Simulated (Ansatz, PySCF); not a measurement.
Species: InH, net charge 0, triplet state. This is an excited triplet: at this geometry the singlet lies 1.95 eV lower at CCSD(T)/CBS(def2-TZVPPD,def2-QZVPPD). 
Coordinates optimised at B3LYP-D3(BJ)/def2-TZVP (Ansatz, an electronic-structure program):
```
In
H 1 1.8026
```
Charge 0, spin multiplicity 3.

Total electronic energies in hartree. Correlated levels leave the core frozen unless marked. UHF or UKS for open shells. No spin-orbit coupling. The frozen core is the preceding noble-gas configuration, with the filled d and f shells of earlier blocks. In def2 rows, elements after Kr have scalar-relativistic effective core potentials. CBS(X,Y): correlation extrapolated as X^-3; Hartree-Fock from the larger set.

| level | program | energy (Eh) |
|---|---|---|
| HF/def2-TZVPP | Ansatz | -189.72633 |
| HF/def2-TZVPPD | Ansatz | -189.72644 |
| B3LYP-D3(BJ)/def2-TZVPD | Ansatz + dftd3 | -190.71101 |
| B3LYP/def2-TZVPD | Ansatz | -190.71004 |
| PBE0-D4/def2-TZVPD | Ansatz + dftd4 | -190.63895 |
| TPSSh/def2-TZVPD | PySCF | -190.57109 |
| CAM-B3LYP-D3(BJ)/def2-TZVPD | Ansatz + dftd3 | -190.61503 |
| CCSD(T)/def2-TZVPP | Ansatz | -189.77883 |
| CCSD(T)/CBS(def2-TZVPPD,def2-QZVPPD) | Ansatz | -189.7833 |

Totals of different functionals don't rank their quality; only differences between species are comparable.
